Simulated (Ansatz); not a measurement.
```yaml
crystal:
  periodic: [true, true, true]
  atoms:
    - {symbol: F, position_ang: [0.186408, 0.713449, 2.330841]}
    - {symbol: C, position_ang: [0.518027, 1.047908, 1.035366]}
    - {symbol: S, position_ang: [1.104350, -0.400695, 0.091388]}
    - {symbol: Si, position_ang: [-0.628206, -0.937572, -1.135987]}
    - {symbol: Zn, position_ang: [-1.080428, 1.190209, -0.204425]}
    - {symbol: H, position_ang: [1.342846, 1.759935, 1.078186]}
    - {symbol: H, position_ang: [-0.146809, -1.186568, -2.522009]}
    - {symbol: H, position_ang: [-1.296188, -2.186675, -0.673359]}
basis:
  gaussian: {orbitals: def2-SVP}
magnetization: {spin_polarized: true, initial_magnetization: 0}
hamiltonian: {xc: {name: wPBEh}}
output: {forces: true}
```

```sh
$ ansatz run in.yaml --threads 4 --pin off --events-out ev --progress --plain --max-ram 10444MiB
```

Shortened log:

```
Error: YAML parse error: error: line 2 column 3: crystal: missing field `lattice` (a structure is typed as `lattice` and `atoms`, a molecule's as `atoms` in Å alone, or read from a run's directory, `checkpoint`)
 --> <input>:2:3
1 | crystal:
2 |   periodic: [true, true, true]
3 |   atoms:
4 |     - {symbol: F, position_ang: [0.186408, 0.713449, 2.330841]}
```

Problem. Something in this input is off. What?

Solution. The molecule is marked periodic without a cell. The input was rejected before any iteration.
